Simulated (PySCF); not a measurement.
## How methods differ on the excitation energy of Cr²⁺

Cr²⁺ [Ar] 3d4 (5D) → Cr²⁺ [Ar] 3d3 4s1 (5F), as a difference of total energies. Computed with PySCF 2.14 in x2c-TZVPPall, with scalar relativity by spin-free X2C-1e. Correlated levels: valence: [Ar] frozen; valence and next inner shell: [Ne] frozen. The calculations carry no spin-orbit coupling.

```
                                method  excitation energy (eV)
                                   UHF                   5.686
                                   LDA                   6.484
                                   PBE                   6.252
                                  PBE0                   6.311
                                r2SCAN                   6.113
                                   M06                   7.036
                                B2PLYP                   6.106
                                  PW91                   6.280
                             CAM-B3LYP                   6.199
                         MP2 (valence)                   6.070
                     SCS-MP2 (valence)                   5.814
    MP2 (valence and next inner shell)                   6.310
SCS-MP2 (valence and next inner shell)                   6.059
```

How much does correlation contribute at MP2 (valence and next inner shell)?

6.310 − (5.686) = 0.624 eV, measured against UHF.

A first-order spin-orbit estimate (lowest level to lowest level, LS coupling) adds -0.022 eV.

The basis was made for the ground configuration and has no added diffuse functions, so the excitation energy can come out too high.
